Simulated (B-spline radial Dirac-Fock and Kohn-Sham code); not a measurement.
Re: eigenvalues, ΔSCF and the reference

System: the free rhenium atom in the configuration [Xe] 4f14 5d4 6s2 6p1 (an excited configuration).

The density-functional columns are spherical, spin-unpolarised Dirac-Kohn-Sham results without Breit or QED terms: −ε is minus the orbital energy of the initial state and ΔSCF the difference of two total energies. The reference in the last column comes from ΔSCF Dirac-Fock with Breit, self-energy and vacuum polarisation, finite nucleus, configuration average. All numbers are from a radial B-spline solver, in eV; a selection of levels is shown. For the 1s level of heavy atoms much of the gap between ΔSCF and the reference is the Breit and QED part, -365.2 eV here; for other levels the error of the functional can be larger.

| level | LDA −ε | LDA ΔSCF | Dirac-Fock |
| --- | --- | --- | --- |
| K (1s) | 71476.8 | 72040.1 | 71687.0 |
| L1 (2s) | 12389.8 | 12491.7 | 12549.9 |
| L2 (2p1/2) | 11862.3 | 11994.2 | 11973.9 |
| L3 (2p3/2) | 10424.3 | 10536.8 | 10550.5 |
| M1 (3s) | 2871.1 | 2899.4 | 2954.5 |
| M2 (3p1/2) | 2634.4 | 2665.0 | 2699.9 |
| M3 (3p3/2) | 2322.2 | 2349.7 | 2387.0 |
| M4 (3d3/2) | 1922.0 | 1955.6 | 1965.0 |
| M5 (3d5/2) | 1854.2 | 1886.6 | 1898.5 |
| N1 (4s) | 601.8 | 614.2 | 646.3 |
| N2 (4p1/2) | 502.9 | 515.3 | 539.6 |
| N3 (4p3/2) | 429.8 | 441.6 | 466.6 |
| N4 (4d3/2) | 266.9 | 278.5 | 291.4 |
| N5 (4d5/2) | 253.4 | 264.8 | 277.9 |
| N6 (4f5/2) | 48.13 | 58.58 | 55.88 |
| N7 (4f7/2) | 45.61 | 55.96 | 53.49 |
| O1 (5s) | 89.41 | 96.27 | 101.2 |
| O2 (5p1/2) | 59.28 | 65.72 | 66.16 |
| O3 (5p3/2) | 48.07 | 54.13 | 55.07 |
| O4,5 (5d) | 8.68 | 13.42 | 12.13 |
| P1 (6s) | 7.94 | 11.33 | 9.33 |
| P2,3 (6p) | 2.58 | 5.12 | 4.60 |

Values without a named source are computed, but for edge energies of neutral atoms, which are taken from tables.
